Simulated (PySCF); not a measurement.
Ionisation energy of Ar⁺ by level of theory

Ar⁺ [Ne] 3s2 3p5 (2P) → Ar²⁺ [Ne] 3s2 3p4 (3P), as a difference of total energies. All numbers are calculated (PySCF 2.14, scalar relativity by spin-free X2C-1e, in ANO-RCC-VTZP). Correlated levels: valence: [Ne] frozen. The calculations carry no spin-orbit coupling.

| method | ionisation energy (eV) |
| --- | --- |
| UHF | 26.357 |
| MP2 (valence) | 27.343 |
| SCS-MP2 (valence) | 27.337 |
| CCSD (valence) | 27.315 |
| CCSD(T) (valence) | 27.350 |
| CCSDT (valence) | 27.350 |

Q: How much does correlation contribute at CCSD(T) (valence)?

A: 27.350 − (26.357) = 0.993 eV, measured against UHF.

A first-order spin-orbit estimate (lowest level to lowest level, LS coupling) adds -0.006 eV.

Errors of the correlated levels include the incompleteness of this basis and the frozen core.

For comparison: 27.630 eV (measured; NIST Atomic Spectra Database, ionization energies).
